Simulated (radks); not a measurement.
The numbers below are computed, except where a source is named.
Problem. All-electron atom: Cd IV in [Kr] 4d8 7d1 (not the ground configuration). Code: a radial shooting solver on a logarithmic mesh with Libxc functionals. Model: Dirac Kohn-Sham, PBEsol, spin-unpolarised, spherical densities, point nucleus; open shells are shared between the two j in proportion to 2j + 1. Some entries of the table are withheld. Estimate them.

| orbital | occ. | eigenvalue (eV) | <1/r> (bohr^-1) | <r> (bohr) |
|---|---|---|---|---|
| 1s1/2 | 2 | -26546.89 | 50.63 | 0.03041 |
| 2s1/2 | 2 | -3984.603 | 11.69 | 0.1313 |
| 2p1/2 | 2 | (1) | 11.67 | 0.1112 |
| 2p3/2 | 4 | (2) | 10.93 | 0.1164 |
| 3s1/2 | 2 | -784.2970 | 4.103 | 0.3582 |
| 3p1/2 | 2 | -675.6944 | 4.011 | 0.3495 |
| 3p3/2 | 4 | -641.3328 | 3.831 | 0.3605 |
| 3d3/2 | 4 | (3) | 3.672 | 0.3326 |
| 3d5/2 | 6 | (4) | 3.625 | 0.3361 |
| 4s1/2 | 2 | -155.7759 | 1.597 | (5) |
| 4p1/2 | 2 | -120.5519 | (6) | 0.9243 |
| 4p3/2 | 4 | -114.5110 | (7) | 0.9526 |
| 4d3/2 | 3.2 | -59.5181 | 1.157 | (8) |
| 4d5/2 | 4.8 | -58.6855 | 1.143 | (9) |
| 7d3/2 | 0.4 | -6.9720 | 0.1394 | (10) |
| 7d5/2 | 0.6 | -6.9502 | 0.1395 | (11) |

Solution. 
(1) 2p1/2 eigenvalue (eV): -3713.553
(2) 2p3/2 eigenvalue (eV): -3521.253
(3) 3d3/2 eigenvalue (eV): -449.0286
(4) 3d5/2 eigenvalue (eV): -442.0407
(5) 4s1/2 <r> (bohr): 0.8712
(6) 4p1/2 <1/r> (bohr^-1): 1.482
(7) 4p3/2 <1/r> (bohr^-1): 1.426
(8) 4d3/2 <r> (bohr): 1.146
(9) 4d5/2 <r> (bohr): 1.158
(10) 7d3/2 <r> (bohr): 9.948
(11) 7d5/2 <r> (bohr): 9.962
